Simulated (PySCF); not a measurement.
Ionisation energy of Pr³⁵⁺ by level of theory

Pr³⁵⁺ [Ar] 3d6 [3d3/2^4 3d5/2^2, M_J = 4] → Pr³⁶⁺ [Ar] 3d5 [3d3/2^4 3d5/2^1, M_J = 5/2], as a difference of total energies. Calculation: PySCF 2.14, in an even-tempered Gaussian basis (16 s from 6.6 bohr⁻², ratio 2.8; 12 p from 8.6 bohr⁻², ratio 2.8; 8 d from 8.6 bohr⁻², ratio 2.8; 3 f from 31 bohr⁻², ratio 3); the two-component X2C-1e Hamiltonian. Correlated levels: [Ne] frozen; the 74 highest virtual spinors dropped. "Screened" scales the spin-orbit matrix elements by Boettger's factors to mimic the two-electron term; Breit and QED terms are absent.

```
                    method  ionisation energy (eV)
           GHF (spin-free)                  2396.8
          GMP2 (spin-free)                  2397.9
 GHF (screened spin-orbit)                  2401.6
GMP2 (screened spin-orbit)                  2402.0
```

Breit and QED terms and the two-electron picture change are absent.

The spin-free rows relax to the high-spin LS determinant and lack the spin-orbit shift.

The labels give the starting determinants; with spin-orbit coupling the two ends relaxed to ⟨J²⟩ = 20.03, ⟨L²⟩ = 9.99, ⟨S²⟩ = 3.90 and ⟨J²⟩ = 8.76, ⟨L²⟩ = 2.63, ⟨S²⟩ = 5.02.

For comparison: 2400 ± 5 eV (theoretical estimate listed by NIST; NIST Atomic Spectra Database, ionization energies).
